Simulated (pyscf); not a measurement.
`[OH][SiH2][PH][OH]`, singlet

Gas-phase minimum from PySCF at ωB97X-D3(BJ)/def2-SVP, one conformer. HO–SiH₂–PH–OH lies 28.3 kcal/mol over its isomer HO–SiH₂–O–PH₂, and others may lie lower still (electronic energy, ωB97M-D3(BJ)). 

```
Si
O 1 1.6709
H 2 0.9623 1 117.90
H 1 1.4932 2 111.89 3 -56.87
H 1 1.4938 4 107.88 2 -123.75
P 1 2.2477 4 110.84 5 -118.12
O 6 1.6919 1 93.73 4 46.69
H 7 0.9639 6 108.83 1 139.98
H 6 1.4288 7 99.90 8 -124.74
```

Properties at ωB97X-D3(BJ)/def2-SVP:

- Harmonic wavenumbers, unscaled: 71, 125, 156, 225, 280, 493, 513, 722, 750, 779, 804, 861, 925, 951, 1000, 1090, 2237, 2242, 2408, 3899, 3936 cm⁻¹
- Zero-point energy: 35.0 kcal/mol
- Rotational symmetry number: 1
- Entropy of this conformer at 298 K and 1 atm, rigid rotor and harmonic oscillator, modes under 100 cm⁻¹ raised to 100: 339.7 J/(mol K)
- Dipole moment: 0.87 D

Single-point totals, which compare only within one level (frozen core for MP2 and CC):

```
level                   total energy (hartree)
----------------------  ----------------------
ωB97X-D3(BJ)/def2-TZVP              -784.51030
PBE/def2-TZVP                       -783.96546
r²SCAN/def2-TZVP                    -784.31006
B3LYP-D3(BJ)/def2-TZVP              -784.49465
PBE0-D3(BJ)/def2-TZVP               -784.02941
M06-2X/def2-TZVP                    -784.33518
ωB97M-D3(BJ)/def2-TZVP              -784.55667
HF/def2-TZVPP                       -782.45491
MP2/def2-TZVPP                      -783.21327
CCSD/def2-TZVPP                     -783.25085
CCSD(T)/def2-TZVPP                  -783.28048
```

Soft torsions are taken as harmonic, which can shift the entropy by several J/(mol K). The CCSD(T) − MP2 part came from Ansatz, without density fitting, on the same reference.
